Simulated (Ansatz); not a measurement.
Geometry optimisation, RHF/def2-SVP in Ansatz 0.2.0.

Input:

```yaml
crystal:
  periodic: [false, false, false]
  atoms:
    - { symbol: C, position_ang: [-1.9731, -0.16, -0.8595] }
    - { symbol: Si, position_ang: [-0.9565, -1.4062, -0.0487] }
    - { symbol: Sn, position_ang: [0.8127, -0.2408, 1.2511] }
    - { symbol: Si, position_ang: [2.1519, 1.3225, -0.2808] }
    - { symbol: Cl, position_ang: [-0.1423, 0.997, 2.9822] }
    - { symbol: H, position_ang: [-1.3965, 0.5205, -1.5478] }
    - { symbol: H, position_ang: [-2.4545, 0.5342, -0.0924] }
    - { symbol: H, position_ang: [-2.7801, -0.5983, -1.465] }
    - { symbol: H, position_ang: [-0.3329, -2.2405, -1.0316] }
    - { symbol: H, position_ang: [-1.7714, -2.221, 0.8795] }
    - { symbol: H, position_ang: [1.9413, -1.4218, 1.9564] }
    - { symbol: H, position_ang: [2.7226, 0.5408, -1.3392] }
    - { symbol: H, position_ang: [1.0782, 2.3, -0.8706] }
    - { symbol: H, position_ang: [3.0876, 2.0444, 0.4952] }
basis:
  gaussian: { orbitals: def2-SVP }
hamiltonian:
  xc: hf
relax:
  f_tol: 0.015
  max_steps: 40
```

Launched with:

```bash
$ ansatz run input.yaml --threads 2 --pin off --max-ram 3072MiB --backend cpu --events-out ev --progress --plain --runs-dir out
```

Question: Where does it end, and by what steps?

Answer: It converged. The force dipped under the threshold on the way, but the program's further checks kept it going. After 19 steps the energy has fallen by 0.550 eV; H12 moved furthest, 0.57 Å.

```tsv
step	energy less start (eV)	largest force component (eV/Å)	accepted
0	0.0000	3.052	yes
1	-0.4211	1.185	yes
2	-0.5118	0.411	yes
3	-0.5101	0.244	no
4	-0.5295	0.072	yes
5	-0.5384	0.046	yes
6	-0.5434	0.094	yes
7	-0.5451	0.048	yes
8	-0.5466	0.013	yes
9	-0.5482	0.033	yes
10	-0.5476	0.083	no
11	-0.5490	0.037	yes
12	-0.5488	0.055	no
13	-0.5495	0.026	yes
14	-0.5498	0.029	yes
15	-0.5500	0.030	yes
16	-0.5501	0.023	yes
17	-0.5502	0.006	yes
18	-0.5503	0.006	yes
19	-0.5503	0.009	yes
```

```xyz
14
Properties=species:S:1:pos:R:3
C -2.312 -0.213 -0.734
Si -1.001 -1.454 -0.184
Sn 0.891 -0.222 1.114
Si 2.437 1.373 -0.239
Cl -0.304 1.217 2.615
H -1.899 0.505 -1.446
H -2.693 0.341 0.125
H -3.149 -0.724 -1.215
H -0.394 -2.146 -1.350
H -1.579 -2.481 0.715
H 1.800 -1.244 2.142
H 3.271 0.573 -1.169
H 1.605 2.314 -1.026
H 3.315 2.131 0.680
```

Time of the run: 63 s on 2 threads of Arm Neoverse V2 (shared host), peak memory 0.38 GiB.
